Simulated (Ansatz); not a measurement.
Stepwise reaction of `CB(N)N` with water, as a gas-phase model of exchange steps in deposition or etching. ΔE in kJ/mol; ΔG adds harmonic PBE0-D4 terms to CCSD(T)/CBS, at 1 bar.

Computed with Ansatz on PBE0-D4/def2-TZVP structures; ΔE is electronic, products minus reactants. CBS: MP2 limit from def2 TZ/QZ plus the TZ coupled-cluster correction, frozen cores. This one scheme is used for every species. Functionals use def2-TZVPP. B3LYP here is the variant with VWN-RPA as its local correlation; programs differ in this. One conformer a species, not always the lowest.

```csv
step,reaction,PBE-D4,B3LYP-D4,ωB97M-V,CCSD(T)/CBS,ΔG(600 K)
2,`CB(N)O` + H₂O → `CB(O)O` + NH₃,-13.7,-15.4,-15.4,-12.9,-14.7
```

(1) Give the row of step 1, `CB(N)N` + H₂O → `CB(N)O` + NH₃. (Estimate.)

(2) By hand: ΔE of the 2 steps together at CCSD(T)/CBS.

Answers

(1) The calculation gave: 
```csv
step,reaction,PBE-D4,B3LYP-D4,ωB97M-V,CCSD(T)/CBS,ΔG(600 K)
1,`CB(N)N` + H₂O → `CB(N)O` + NH₃,-28.3,-29.8,-30.3,-27.2,-20.0
```

(2) (-27.2) + (-12.9) = -40.1 kJ/mol, or -20.1 kJ/mol a step.

In ΔE each step is higher than the one before. All are downhill at CCSD(T)/CBS. ΔG lies between -20.0 and -14.7 kJ/mol a step. PBE-D4 differs from CCSD(T)/CBS by -1.1 to -0.8 kJ/mol a step. Isolated molecules leave out the surface, adducts and barriers. Largest T1 diagnostic: 0.012.
